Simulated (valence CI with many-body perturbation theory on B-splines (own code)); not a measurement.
The numbers below are computed, except where a source is named.
## Sensitivity of CI+MBPT for Hg⁶⁷⁺

Method: valence CI with perturbative core correlation (CI+MBPT): three valence electrons over a frozen Dirac-Fock core [Ne], radial functions for each j: 6 s, 6 p, 5 d, 3 f, 1 g, with the one-electron correlation potential Σ1, the two-electron term Σ2, the three-electron term Σ3, Breit, model QED; selected CI, second order for the rest, scaled by the run's own slope (own B-spline code, finite nucleus).

No measured spectrum was set against this ion. As an estimate, large intervals hold to a few tenths of a per cent, small ones and those within an open d or f shell to about a per cent.

The reference run has the lowest level (3s^2 3p1/2) J=1/2 and an ionisation energy of 8162.34 eV. Its largest variational space holds 2785 state functions.

Levels are named by their leading jj configuration (3d3/2^4 stands for four electrons in 3d with j = 3/2), which in mixed levels can hold well under half, so a name can repeat and another be missing. Letters in brackets count levels of one name in rising energy.

| Level | Reference (cm⁻¹) | Shift (cm⁻¹) |
| --- | --- | --- |
| (3s 3p1/2^2) J=1/2 | 1537560 | +14 |
| (3s^2 3p3/2) J=3/2 | 4265170 | +15 |
| (3s 3p1/2 3p3/2) J=3/2 [a] | 5526290 | +75 |
| (3s 3p1/2 3p3/2) J=5/2 | 5690950 | +17 |
| (3s 3p1/2 3p3/2) J=3/2 [b] | 5869190 | -3.4 |
| (3s 3p1/2 3p3/2) J=1/2 | 5964880 | +11 |
| (3s^2 3d3/2) J=3/2 | 6358070 | -137 |
| (3s^2 3d5/2) J=5/2 | 7220950 | -159 |
| (3s 3p1/2 3d3/2) J=3/2 [a] | 7356370 | +12 |
| (3s 3p1/2 3d3/2) J=3/2 [b] | 7472050 | -5.9 |
| (3s 3p1/2 3d3/2) J=5/2 | 7565730 | -97 |
| (3s 3p1/2 3d3/2) J=1/2 | 7805640 | -151 |

The ionisation energy moves by +0.0062 eV.

(1) Which of these changes was made?
A. correlating orbitals by l 3 3 3 2 1 → 4 4 3 4 2; core polarisation of operators on → off
B. orbitals per symmetry with explicit Σ2 and valence Breit (the others get mean screening factors) 5 → 4
C. QED terms on → off

Answers

(1) A. correlating orbitals by l 3 3 3 2 1 → 4 4 3 4 2; core polarisation of operators on → off.
